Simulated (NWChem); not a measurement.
System meant: WHO3Cl; SMILES [O]=[W](=[O])([OH])[Cl]

NWChem input:

```
start job
memory heap 200 mb stack 900 mb global 1100 mb
geometry units angstroms noautoz
  W      0.030160    -0.224589    -0.033203
  O      0.844440    -0.791157     1.343954
  O      0.947210    -0.710975    -1.376941
  Cl    -0.061142     2.055459     0.033612
  O     -1.658019    -1.023858    -0.137044
  H     -2.109621    -1.646008     0.443941
end
basis spherical
  * library def2-svp
end
dft
  xc xpbe96 cpbe96
  iterations 150
  mulliken
end
task dft energy
```

End of the output:

```
          Convergence Information
          -----------------------
          Convergence aids based upon iterative change in
          total energy or number of iterations.
          Levelshifting, if invoked, occurs when the
          HOMO/LUMO gap drops below (HL_TOL):  1.00D-02
          DIIS, if invoked, will attempt to extrapolate
          using up to (NFOCK): 10 stored Fock matrices.

                    Damping( 0%)  Levelshifting(0.5)       DIIS
                  --------------- ------------------- ---------------
          dE  on:    start            ASAP                start
          dE off:    2 iters        150 iters           150 iters

      Screening Tolerance Information
      -------------------------------
          Density screening/tol_rho:  1.00D-10
          AO Gaussian exp screening on grid/accAOfunc:  14
          CD Gaussian exp screening on grid/accCDfunc:  20
          XC Gaussian exp screening on grid/accXCfunc:  20
          Schwarz screening/accCoul:  1.00D-08

      Superposition of Atomic Density Guess
      -------------------------------------

      charge =      74.0 W (Tungsten)

      symmetry species            s     p     d     f
      number of basis functions = 7     6     5     1
      number of cont. functions = 6     3     2     1
      number of closed shells   = 6     4     2     1
      number of open shells     = 0     0     1     0
      open shell occupation     = 0     0     4     0
 ------------------------------------------------------------------------
 atomscf:atomd: error in atom scf                   0
 ------------------------------------------------------------------------
 ------------------------------------------------------------------------
  current input line :
    19: task dft energy
 ------------------------------------------------------------------------
 ------------------------------------------------------------------------
 This error has not yet been assigned to a category
 ------------------------------------------------------------------------
 For more information see the NWChem manual at https://nwchemgit.github.io

0:atomscf:atomd: error in atom scf:Received an Error in Communication
```

**Question.** What is wrong, and how is it mended?

**Answer.** The run crashed. Cause: the def2 basis of a heavy element holds valence functions alone and wants its effective core potential (without it all electrons must fit into that basis). This input runs:
```
start job
memory heap 200 mb stack 900 mb global 1100 mb
geometry units angstroms noautoz
  W      0.030160    -0.224589    -0.033203
  O      0.844440    -0.791157     1.343954
  O      0.947210    -0.710975    -1.376941
  Cl    -0.061142     2.055459     0.033612
  O     -1.658019    -1.023858    -0.137044
  H     -2.109621    -1.646008     0.443941
end
basis spherical
  * library def2-svp
end
ecp
  W library def2-ecp
end
dft
  xc xpbe96 cpbe96
  iterations 150
  mulliken
end
task dft energy
```
It converges to -753.09790 Ha (PBE/def2-SVP with def2 effective core potentials on W).
